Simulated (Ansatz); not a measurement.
Consider the atomization: `[CH3][GeH]([NH2])[F]` → C• + F• + Ge• + 6 H• + N•.

Isolated molecules relaxed with PBE0-D4/def2-TZVP in Ansatz; ΔE leaves out vibrations. CCSD(T)/CBS is the MP2 limit (def2-TZVPP, def2-QZVPP) plus CCSD(T) − MP2 in def2-TZVPP, frozen cores. This one scheme is used for every species, atoms too. No spin–orbit coupling; open shells (•) take unrestricted orbitals. Spin–orbit coupling would lower the free atoms: a little for C, F; clearly for Ge. Bonds to Ge are less sure, by a few kJ/mol each and by 10 to 20 or more in all where they break to atoms, as the def2 sets lack core-valence functions. Scalar relativity is left out up to krypton. One conformer a species, not always the lowest.

| level | ΔE (kJ/mol) |
| --- | --- |
| HF/def2-TZVPP | 2484.3 |
| HF/CBS(def2) | 2490.0 |

What does CCSD(T)/CBS give? (Best estimate.)

The calculation gave: +3486.2 kJ/mol. The listed levels differ from it by -1001.9, -996.2 kJ/mol.

Largest T1 diagnostic among the species: 0.011.

From BLYP to BHLYP (50 % exact exchange), in def2-TZVPP and without D4, ΔE moves by −76.4 kJ/mol: exact exchange takes away binding that semilocal exchange gives to molecules. In def2-TZVPP, CCSD(T) changes the Hartree–Fock value by +916.7 kJ/mol (the triples alone add +47.1 kJ/mol) and MP2 by +954.8 kJ/mol; breaking electron pairs costs correlation energy, which Hartree–Fock lacks.

For atomizations the MP2-based limit and the directly extrapolated one differ by several kJ/mol either way, and by 10 to 25 for some Ge, Se and Sn compounds, so smaller differences from it don't rank the levels.
